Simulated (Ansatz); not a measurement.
The molecule LaPb, multiplicity 6 (lowest of 2S+1 = 2, 4, 6 at CCSD(T)/def2-TZVPP on PBE0 minima; our sources give no spin for the ground state, which may be another). No spin–orbit coupling.

Constants: fifth-degree fit in 1/R to seven points, most abundant isotopes. Runs in def2 and cc sets follow the lowest solution found near the PBE0 minimum.

Run with Ansatz (an electronic-structure program) with Gaussian orbitals.  In def2 rows elements past Kr take small-core potentials, without spin–orbit coupling.

```csv
level,r_e (Å),ω_e (cm⁻¹),ω_e x_e (cm⁻¹),dipole (D)
SVWN5/def2-TZVPP,3.085,123,0.24,2.33
B97M-V/def2-TZVPP,3.184,…,0.21,2.15
B3LYP/def2-TZVPP,3.179,112,0.22,3.33
PBE0/def2-TZVPP,3.128,120,0.22,3.46
BHLYP/def2-TZVPP,3.167,116,0.22,4.34
CAM-B3LYP/def2-TZVPP,3.147,118,0.22,4.24
wB97X-V/def2-TZVPP,3.128,122,0.22,4.66
wB97M-V/def2-TZVPP,…,…,0.22,4.60
```

Question: Some entries are withheld; supply them.

Answer: 
- wB97M-V/def2-TZVPP, r_e (Å): 3.119
- wB97M-V/def2-TZVPP, ω_e (cm⁻¹): 124
- B97M-V/def2-TZVPP, ω_e (cm⁻¹): 113
